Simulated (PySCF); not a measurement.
## Radial density of Se²⁺ (selenium, charge +2)

r2SCAN, [Ar] 3d10 4s2 4p2, high-spin 3P determinant. All numbers are calculated (PySCF 2.14, no relativity, point nucleus, in pcseg-2).

| r (bohr) | 4πr²ρ (e/bohr) | 4πr²(ρα − ρβ) |
| --- | --- | --- |
| 0.000866 | 0.2408 | 0.0000 |
| 0.00146 | 0.6549 | 0.0000 |
| 0.00245 | 1.731 | 0.0000 |
| 0.00412 | 4.373 | -0.0001 |
| 0.00693 | 10.22 | -0.0001 |
| 0.0117 | 20.98 | 0.0002 |
| 0.0196 | 34.82 | 0.0023 |
| 0.0330 | 41.49 | 0.0130 |
| 0.0555 | 35.20 | 0.0483 |
| 0.0934 | 39.75 | 0.0958 |
| 0.157 | 48.22 | 0.0359 |
| 0.264 | 28.01 | 0.0195 |
| 0.444 | 32.57 | 0.2172 |
| 0.747 | 18.40 | -0.0087 |
| 1.26 | 4.402 | 0.8600 |
| 2.11 | 1.940 | 1.0327 |
| 3.56 | 0.1818 | 0.1282 |
| 5.98 | 0.0007930 | 0.0007 |

(1) Where is the radial spin density 4πr²(ρα − ρβ) most negative, and why is it negative at all?

Results:

(1) Around r = 0.747 bohr, down to -0.0087 e/bohr: exchange with the open shell polarises the paired shells in an unrestricted calculation.
